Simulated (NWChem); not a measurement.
System: BeClF; SMILES [F][Be][Cl]

Here is an NWChem input.

```
start job
memory heap 200 mb stack 900 mb global 1100 mb
geometry units angstroms noautosym nocenter noautoz
  Be     0.000000     0.000000     0.599777
  F      0.000000     0.000000     1.974653
  Cl     0.000000     0.000000    -1.208382
end
basis spherical
  * library 6-31+g*
end
dft
  xc pbe0
  iterations 150
end
property
  response 1 0.0
end
task dft property
```

Output (shortened):

```
             Northwest Computational Chemistry Package (NWChem) 7.3.0
             --------------------------------------------------------

                             Geometry "geometry" -> ""
                             -------------------------

 Output coordinates in angstroms (scale by  1.889725989 to convert to a.u.)

  No.       Tag          Charge          X              Y              Z
 ---- ---------------- ---------- -------------- -------------- --------------
    1 Be                   4.0000     0.00000000     0.00000000     0.59977700
    2 F                    9.0000     0.00000000     0.00000000     1.97465300
    3 Cl                  17.0000     0.00000000     0.00000000    -1.20838200

 Effective nuclear repulsion energy (a.u.)      59.1931445872

                              NWChem Property Module
                              ----------------------

                                 NWChem DFT Module
                                 -----------------

 Summary of "ao basis" -> "ao basis" (spherical)
 ------------------------------------------------------------------------------
       Tag                 Description            Shells   Functions and Types
 ---------------- ------------------------------  ------  ---------------------
 Be                         6-31+g*                  8       18   4s3p1d
 F                          6-31+g*                  8       18   4s3p1d
 Cl                         6-31+g*                 10       22   5s4p1d

            General Information
            -------------------
          SCF calculation type: DFT
          Wavefunction type:  closed shell.
          No. of atoms     :     3
          No. of electrons :    30
           Alpha electrons :    15
            Beta electrons :    15
          Charge           :     0
          Spin multiplicity:     1
          Use of symmetry is: off; symmetry adaption is: off
          Maximum number of iterations: 150
          AO basis - number of functions:    58
                     number of shells:    26
          Convergence on energy requested:  1.00D-06
          Convergence on density requested:  1.00D-05
          Convergence on gradient requested:  5.00D-04

              XC Information
              --------------
                         PBE0 Method XC Functional
                     Hartree-Fock (Exact) Exchange  0.250
          PerdewBurkeErnzerhof Exchange Functional  0.750
            Perdew 1991 LDA Correlation Functional  1.000 local
           PerdewBurkeErnz. Correlation Functional  1.000 non-local

             Grid Information
             ----------------
          Grid used for XC integration:  medium
          Radial quadrature: Mura-Knowles
          Angular quadrature: Lebedev.
          Tag              B.-S. Rad. Rad. Pts. Rad. Cut. Ang. Pts.
          ---              ---------- --------- --------- ---------
          Be                  1.05       49          11.0       434
          F                   0.50       49          11.0       434
          Cl                  1.00       88          12.0       590
          Grid pruning is: on
          Number of quadrature shells:   186
          Spatial weights used:  Erf1

      Superposition of Atomic Density Guess
      -------------------------------------

 Sum of atomic energies:        -573.39909616

      Non-variational initial energy
      ------------------------------

 Total energy =    -573.770168
 1-e energy   =    -910.188253
 2-e energy   =     277.224941
 HOMO         =      -0.472421
 LUMO         =      -0.042830

   convergence    iter        energy       DeltaE   RMS-Dens  Diis-err
 ---------------- ----- ----------------- --------- --------- ---------
 d= 0,ls=0.0,diis     1   -574.5895085276 -6.34D+02  1.87D-02  5.66D-01
 d= 0,ls=0.0,diis     2   -574.5419378332  4.76D-02  8.79D-03  1.36D+00
 d= 0,ls=0.0,diis     3   -574.6561749340 -1.14D-01  1.62D-03  8.97D-03
 d= 0,ls=0.0,diis     4   -574.6567944032 -6.19D-04  8.03D-04  2.10D-03
 d= 0,ls=0.0,diis     5   -574.6571057473 -3.11D-04  1.11D-04  3.51D-05
  Resetting Diis
 d= 0,ls=0.0,diis     6   -574.6571109855 -5.24D-06  2.26D-05  1.37D-06
 d= 0,ls=0.0,diis     7   -574.6571111850 -1.99D-07  5.10D-06  4.45D-08

         Total DFT energy =     -574.657111184975
      One electron energy =     -912.407404729121
           Coulomb energy =      319.959719439147
    Exchange-Corr. energy =      -41.402570482177
 Nuclear repulsion energy =       59.193144587176

 Numeric. integr. density =       29.999999697033

                       DFT Final Molecular Orbital Analysis
                       ------------------------------------

 Vector   13  Occ=2.000000D+00  E=-4.270995D-01
              MO Center= -1.7D-08,  1.8D-08, -1.1D+00, r^2= 1.3D+00
   Bfn.  Coefficient  Atom+Function         Bfn.  Coefficient  Atom+Function
  ----- ------------  ---------------      ----- ------------  ---------------
    45      0.649003  3 Cl pz                41     -0.259305  3 Cl pz
     5     -0.238132  1 Be pz                49      0.215967  3 Cl pz
    46     -0.198636  3 Cl s                  2      0.187505  1 Be s
    42     -0.153430  3 Cl s                 28      0.119729  2 F  s
     1     -0.104491  1 Be s                 38      0.074852  3 Cl s

 Vector   14  Occ=2.000000D+00  E=-3.607300D-01
              MO Center= -2.0D-09,  2.1D-09, -1.1D+00, r^2= 1.4D+00
   Bfn.  Coefficient  Atom+Function         Bfn.  Coefficient  Atom+Function
  ----- ------------  ---------------      ----- ------------  ---------------
    44     -0.501809  3 Cl py                43      0.495133  3 Cl px
    48     -0.254561  3 Cl py                47      0.251174  3 Cl px
    40      0.195985  3 Cl py                39     -0.193378  3 Cl px
     4     -0.068685  1 Be py                 3      0.067771  1 Be px
    22      0.066661  2 F  py                21     -0.065775  2 F  px

 Vector   15  Occ=2.000000D+00  E=-3.607300D-01
              MO Center= -9.9D-10, -8.4D-10, -1.1D+00, r^2= 1.4D+00
   Bfn.  Coefficient  Atom+Function         Bfn.  Coefficient  Atom+Function
  ----- ------------  ---------------      ----- ------------  ---------------
    43      0.501809  3 Cl px                44      0.495133  3 Cl py
    47      0.254561  3 Cl px                48      0.251174  3 Cl py
    39     -0.195985  3 Cl px                40     -0.193378  3 Cl py
     3      0.068685  1 Be px                 4      0.067771  1 Be py
    21     -0.066661  2 F  px                22     -0.065775  2 F  py

 Vector   16  Occ=0.000000D+00  E=-2.775764D-02
              MO Center=  3.4D-08, -5.3D-08,  4.1D-01, r^2= 8.8D+00
   Bfn.  Coefficient  Atom+Function         Bfn.  Coefficient  Atom+Function
  ----- ------------  ---------------      ----- ------------  ---------------
    10      0.889915  1 Be s                  6      0.655016  1 Be s
    28     -0.285309  2 F  s                 46     -0.276217  3 Cl s
    42     -0.205421  3 Cl s                 45     -0.171446  3 Cl pz
    49     -0.169288  3 Cl pz                24     -0.160130  2 F  s
    50     -0.106548  3 Cl s                 13     -0.093100  1 Be pz

 Vector   17  Occ=0.000000D+00  E= 9.018755D-03
              MO Center=  1.0D-08,  8.6D-09,  6.7D-01, r^2= 9.9D+00
   Bfn.  Coefficient  Atom+Function         Bfn.  Coefficient  Atom+Function
  ----- ------------  ---------------      ----- ------------  ---------------
    11      0.557263  1 Be px                12      0.481498  1 Be py
     7      0.367263  1 Be px                 8      0.317330  1 Be py
     3      0.249094  1 Be px                 4      0.215228  1 Be py
    43     -0.168532  3 Cl px                44     -0.145619  3 Cl py
    47     -0.145860  3 Cl px                51     -0.139202  3 Cl px

 Vector   18  Occ=0.000000D+00  E= 9.018755D-03
              MO Center= -6.2D-08,  7.1D-08,  6.7D-01, r^2= 9.9D+00
   Bfn.  Coefficient  Atom+Function         Bfn.  Coefficient  Atom+Function
  ----- ------------  ---------------      ----- ------------  ---------------
    12      0.557263  1 Be py                11     -0.481498  1 Be px
     8      0.367263  1 Be py                 7     -0.317330  1 Be px
     4      0.249094  1 Be py                 3     -0.215228  1 Be px
    44     -0.168532  3 Cl py                43      0.145619  3 Cl px
    48     -0.145860  3 Cl py                52     -0.139202  3 Cl py

     Multipole analysis of the density
     ---------------------------------

     L   x y z        total         alpha         beta         nuclear
     -   - - -        -----         -----         ----         -------
     0   0 0 0     -0.000000    -15.000000    -15.000000     30.000000

     1   1 0 0      0.000000      0.000000      0.000000      0.000000
     1   0 1 0     -0.000000     -0.000000     -0.000000      0.000000
     1   0 0 1     -0.021694      0.340178      0.340178     -0.702050

     2   2 0 0    -15.875848     -7.937924     -7.937924      0.000000
     2   1 1 0      0.000000      0.000000      0.000000      0.000000
     2   1 0 1      0.000000      0.000000      0.000000      0.000000
     2   0 2 0    -15.875848     -7.937924     -7.937924      0.000000
     2   0 1 1      0.000000      0.000000      0.000000      0.000000
     2   0 0 2    -21.286300   -120.195190   -120.195190    219.104079

 *** CALLING NEW AORESP DRIVER FOR CLOSED AND OPEN SHELLS ***
 Entering AOResponse driver routine

--------------------------------------------------------------------------------

          -----------------------------------------------
          Solving response equations for perturbing field
          -----------------------------------------------

 number of frequencies:     1
 frequency in a.u.:  0.0000000E+00
 Perturbing field: electric
 Using El. Dipole Length Gauge

 Setting up CPKS with frequency omega =      0.00000000 a.u.

 STATIC response

                                NWChem CPHF Module
                                ------------------

  scftype          =     RHF
  nclosed          =       15
  nopen            =        0
  variables        =      645
  # of vectors     =        3
  tolerance        = 0.10D-03
  level shift      = 0.00D+00
  max iterations   =       50
  max subspace     =       30

 SCF residual:    2.0164189365859698E-004

Iterative solution of linear equations
  No. of variables      645
  No. of equations        3
  Maximum subspace       30
        Iterations       50
       Convergence  1.0D-04

   iter   nsub   residual    time
   ----  ------  --------  ---------
     1      3    2.42D+00       6.4
     2      6    1.37D+00       9.0
     3      9    5.78D-01      11.5
     4     12    4.34D-02      14.1
     5     15    1.76D-02      16.7
     6     18    2.31D-03      19.3
     7     21    1.08D-04      21.9
     8     24    8.51D-06      24.4

 Electric Dipole Response Matrix (nonzero elements):

              1        2        3
    1   16.5879   0.0000   0.0000
    2    0.0000  16.5879  -0.0000
    3    0.0000  -0.0000  31.5179

 ------------------------------------------
 average:        21.56455 + I       0.00000

 DFT Linear Response polarizability / au
 Frequency  =       0.0000000 / au
              X              Y              Z
 -----------------------------------------------
 X      16.5878572      0.0000000      0.0000000
 Y       0.0000000     16.5878572     -0.0000000
 Z       0.0000000     -0.0000000     31.5179293
 -----------------------------------------------
 Eigenvalues =      16.5878571     16.5878572     31.5179293
 Isotropic   =      21.5645479
 Anisotropic =      14.9300721
 -----------------------------------------------

 Magnetic Dipole Response Matrix (nonzero elements):

 Exiting AOResponse driver routine
```

Level: PBE0/6-31+G* (spherical d). Structure relaxed at the B3LYP/6-31G* (spherical d) level.
